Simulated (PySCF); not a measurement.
# N²⁺: excitation energy

N²⁺ [He] 2s2 2p1 (2P) → N²⁺ [He] 2s1 2p2 (4P), as a difference of total energies. All numbers are calculated (PySCF 2.14, the spin-free X2C one-electron Hamiltonian (Gaussian nucleus), in x2c-QZVPPall (7s4p3d2f1g, 57 functions)). Correlated levels: valence and next inner shell: nothing frozen. The calculations carry no spin-orbit coupling.

```tsv
method	excitation energy (eV)
UHF	5.165
MP2 (valence and next inner shell)	6.424
SCS-MP2 (valence and next inner shell)	6.905
CCSD (valence and next inner shell)	7.005
CCSD(T) (valence and next inner shell)	7.042
```

Q: How much does correlation contribute at CCSD(T) (valence and next inner shell)?

A: 7.042 − (5.165) = 1.877 eV, measured against UHF.
